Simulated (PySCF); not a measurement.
Species: C₄H₁₃BN₂.
Atom-mapped SMILES: `[CH3:1][N:2]([CH3:3])[BH:4][N:5]([CH3:6])[CH3:7]` (hydrogens: H8, H9, H10 on C1; H11, H12, H13 on C3; H14 on B4; H15, H16, H17 on C6; H18, H19, H20 on C7)

Geometry (PBE0-D3(BJ)/def2-SVP, Å), atoms numbered from 1 in this order:
```xyz
20
C4H13BN2 angstrom
C      2.2548    0.2148   -1.7242
N      1.2652   -0.1877   -0.7581
C      1.7091   -1.2551    0.0993
B      0.0167    0.4902   -0.6947
N     -1.1624    0.0640   -0.0241
C     -1.4582   -1.2659    0.4397
C     -2.2379    0.9948    0.2043
H      1.9034    1.0934   -2.2808
H      3.2152    0.4721   -1.2374
H      2.4687   -0.5863   -2.4580
H      1.0684   -1.3470    0.9845
H      2.7347   -1.0506    0.4585
H      1.7407   -2.2391   -0.4096
H     -0.0494    1.5532   -1.2788
H     -0.7535   -1.9976    0.0272
H     -2.4702   -1.5664    0.1102
H     -1.4439   -1.3540    1.5441
H     -2.4245    1.1542    1.2840
H     -3.1867    0.6351   -0.2385
H     -1.9958    1.9683   -0.2416
```

The closed-shell ground state was solved at several levels (PySCF, density fitting, gas phase, non-relativistic).

```csv
level,basis functions,total energy (Eh),HOMO (eV),LUMO (eV),gap (eV),dipole (D)
wB97X-D/def2-SVPD,244,-294.3666,-7.72,2.08,9.80,1.07
HF/pcSseg-1,184,-292.6182,-8.90,4.31,13.21,1.01
B3LYP/pcJ-1,319,-294.6856,-5.63,1.15,6.78,1.14
```

Task: What might PBE0/pcSseg-1 (184 basis functions) give for the same quantities?

Result: Total energy -294.2567 Eh, HOMO -5.83 eV, LUMO 1.41 eV, gap 7.24 eV, dipole 1.16 D.

Task: Over all these levels, which gives the widest orbital gap and which the narrowest?

Result: HF/pcSseg-1 (Hartree–Fock, all exact exchange) has the widest, 13.21 eV, and B3LYP/pcJ-1 (global hybrid, 20 % exact exchange) the narrowest, 6.78 eV. Functional and basis both differ between the two, so the spread mixes both effects.

Task: How far do the dipole and the HOMO energy spread over the levels?

Result: The dipole runs from 1.01 to 1.16 D (mean 1.09 D) and the HOMO from -8.90 to -5.63 eV.

Note: wB97X-D ran without an empirical dispersion term, which enters the total energy and its gradient alone.
